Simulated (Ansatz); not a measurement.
# How methods differ on SiH4O4 (SMILES O[Si](O)(O)O)

SiH4O4: 9 atoms, total charge 0, spin state singlet. SMILES: `O[Si](O)(O)O`. Geometry: relaxed at PBE0-D4/def2-TZVP. This is one conformer, not always the lowest.

Quantity: the vertical ionisation energy (to the doublet cation), in eV. The values are calculated.

```csv
level,kind,program,value (eV)
SVWN5/def2-SVP,LDA,Ansatz,10.49
PBE/def2-SVP,GGA,Ansatz,10.29
PBE0/def2-SVP,global hybrid,Ansatz,11.15
HSE06/def2-SVP,range-separated hybrid,Ansatz,11.12
B2PLYP/def2-SVP,double hybrid,Ansatz,11.45
RPA@PBE/def2-SVP,RPA,Ansatz,10.34
MP2/def2-SVP,perturbation theory,Ansatz,12.30
CCSD(T)/def2-SVP,coupled cluster or CI,Ansatz,11.72
```

The values span 10.29 to 12.30 eV. The coupled-cluster rows rest on a doubtful reference here (large T1 or Brueckner and Hartree–Fock orbitals at odds), and rows may lie in different states.
